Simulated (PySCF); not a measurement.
## Ba²⁸⁺: ionisation energy

Ba²⁸⁺ [Ar] 3d10 → Ba²⁹⁺ [Ar] 3d9 [3d3/2^4 3d5/2^5, M_J = 5/2], as a difference of total energies. Computed with PySCF 2.14 in an even-tempered Gaussian basis (16 s from 4.3 bohr⁻², ratio 2.8; 13 p from 5.6 bohr⁻², ratio 2.8; 8 d from 5.6 bohr⁻², ratio 2.8; 3 f from 24 bohr⁻², ratio 3), with the two-component X2C-1e Hamiltonian. Correlated levels: [Ne] frozen; the 80 highest virtual spinors dropped. "Screened" scales the spin-orbit matrix elements by Boettger's factors to mimic the two-electron term; Breit and QED terms are absent.

```json
{"method": "GHF (spin-free)", "ionisation energy (eV)": "1702.6"}
{"method": "GMP2 (spin-free)", "ionisation energy (eV)": "1704.0"}
{"method": "GHF (screened spin-orbit)", "ionisation energy (eV)": "1695.8"}
{"method": "GMP2 (screened spin-orbit)", "ionisation energy (eV)": "1697.1"}
```

Breit and QED terms and the two-electron picture change are absent.

The spin-free rows lack the spin-orbit shift.

For comparison: 1695 ± 4 eV (theoretical estimate listed by NIST; NIST Atomic Spectra Database, ionization energies).
